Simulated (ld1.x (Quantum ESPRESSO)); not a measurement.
## W (Z = 74): variants of one TM potential

Base potential:

```json
{
  "Element": "W (Z = 74)",
  "Generator": "ld1.x (Quantum ESPRESSO) 7.5",
  "Type": "norm-conserving Troullier–Martins (Kleinman–Bylander form)",
  "Functional": "LDA (PZ)",
  "Relativity": "fully relativistic",
  "Frozen core": "[Kr] 4d10 4f14",
  "Valence charge": "14",
  "Reference configuration": "5s2 5p6 5d4 6s0 6p0 (charge +2)",
  "Partial waves": "5p (bound): rc 1.35 bohr; 5d (bound): rc 2.15 bohr; 5s (bound): rc 1.55 bohr",
  "Local potential": "the s channel",
  "Core correction": "none"
}
```

Open shells are filled in proportion to 2j + 1 (rel_dist='average').

Cutoffs, loose and tight: the cutoffs (Ry, on a coarse ladder) from which the occupation-weighted sum of valence levels, in a spherical-Bessel basis at the reference potential, stays within 10 and 1 mRy of its value at 400 Ry. They do not see the model core or the augmentation charge, which bear on the density cutoff. Test errors are all-electron minus pseudo excitation energies from the reference, over the configurations 5s2 5p6 5d4 6s2 6p0; 5s2 5p6 5d4 6s1 6p0; 5s2 5p6 5d3 6s0 6p0; 5s2 5p6 5d5 6s1 6p0; 5s2 5p6 5d4 6s1.5 6p0; 5s2 5p6 5d4.5 6s1.5 6p0; 5s2 5p6 5d4 6s1 6p1. A dash means not determined; rows that change the core or the reference have their own tests.

A true bound ghost makes a file unfit for plane-wave use even where its test errors are small: the radial tests pick states by their node count and pass the ghost by.

Cutoffs are not given where the Bessel-basis levels miss the radial ones by over 6 mRy, ghosts where they miss by over 20 mRy; a channel whose overlap is not positive is not tested.

| change | outcome | cutoff, loose | cutoff, tight | bound ghosts | largest test error (meV) |
| --- | --- | --- | --- | --- | --- |
| base | generated | – | – | not determined | +2019 |
| all radii scaled by about 0.88 (s 1.36, p 1.18, d 1.88 bohr) | generated | – | – | not determined | +642 |
| all radii scaled by about 0.97 (s 1.50, p 1.30, d 2.08 bohr) | generated | – | – | not determined | +1404 |
| all radii scaled by about 1.07 (s 1.66, p 1.44, d 2.28 bohr) | generated | – | – | none | +2828 |
| all radii scaled by about 1.17 (s 1.82, p 1.58, d 2.52 bohr) | generated | 55 Ry | 90 Ry | none | +5061 |
| all radii scaled by about 1.26 (s 1.94, p 1.70, d 2.70 bohr) | generated | 45 Ry | 80 Ry | none | +7134 |
| all radii scaled by about 1.35 (s 2.10, p 1.82, d 2.90 bohr) | generated | 40 Ry | 50 Ry | s (extra level of the local part) | +9248 |

What comes out with this change to the base: all radii scaled by about 0.77 (s 1.20, p 1.04, d 1.66 bohr)?

outcome: generated; bound ghosts: not determined; largest test error (meV): +246.

Reading the sweep of the scale of all radii (base = 1) (base included, trends over the rows without a ghost): Bound ghosts are found at 1.35.
